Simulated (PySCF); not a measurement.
# Chlorine: a sound run and one with changed settings

Sound run: Cl²⁺ [Ne] 3s2 3p3, Cl³⁺ [Ne] 3s2 3p2. Calculation: PySCF 2.14, in def2-SVP (4s3p1d, 18 functions); no relativity, point nucleus. In the sound run the correlated levels freeze [Ne]. The sound run starts from symmetry-adapted Hartree-Fock orbitals and uses a fine grid where one is needed.

Changed run: scalar relativity by spin-free X2C-1e. This setting is unsound on purpose.

```json
{"species": "Cl²⁺", "method": "UHF", "sound run (hartree)": "-458.05079", "changed run (hartree)": "-459.29970", "converged": "yes"}
{"species": "Cl²⁺", "method": "M06-2X", "sound run (hartree)": "-458.61924", "changed run (hartree)": "-459.86777", "converged": "yes"}
{"species": "Cl²⁺", "method": "LDA", "sound run (hartree)": "-457.12105", "changed run (hartree)": "-458.36849", "converged": "yes"}
{"species": "Cl²⁺", "method": "MP2", "sound run (hartree)": "-458.12338", "changed run (hartree)": "-459.37224", "converged": "yes"}
{"species": "Cl²⁺", "method": "CCSD(T)", "sound run (hartree)": "-458.14333", "changed run (hartree)": "-459.39212", "converged": "yes"}
{"species": "Cl³⁺", "method": "UHF", "sound run (hartree)": "-456.62025", "changed run (hartree)": "-457.86804", "converged": "yes"}
{"species": "Cl³⁺", "method": "M06-2X", "sound run (hartree)": "-457.17060", "changed run (hartree)": "-458.41815", "converged": "yes"}
{"species": "Cl³⁺", "method": "LDA", "sound run (hartree)": "-455.66413", "changed run (hartree)": "-456.91059", "converged": "yes"}
{"species": "Cl³⁺", "method": "MP2", "sound run (hartree)": "-456.67711", "changed run (hartree)": "-457.92486", "converged": "yes"}
{"species": "Cl³⁺", "method": "CCSD(T)", "sound run (hartree)": "-456.70034", "changed run (hartree)": "-457.94796", "converged": "yes"}
```

Ionisation energy of Cl²⁺:

| method | sound run (eV) | changed run (eV) |
| --- | --- | --- |
| UHF | 38.927 | 38.957 |
| M06-2X | 39.420 | 39.446 |
| LDA | 39.645 | 39.672 |
| MP2 | 39.355 | 39.385 |
| SCS-MP2 | 39.191 | 39.222 |
| CCSD | 39.265 | 39.296 |
| CCSD(T) | 39.266 | 39.298 |

Most of the change in total energy is the relativistic energy itself. On top of that the contraction fixes the core shape for the Hamiltonian it was made with, so the changed run is not a good calculation with the other Hamiltonian either.

For comparison, NIST gives 39.8 ± 0.11 eV between the lowest levels.
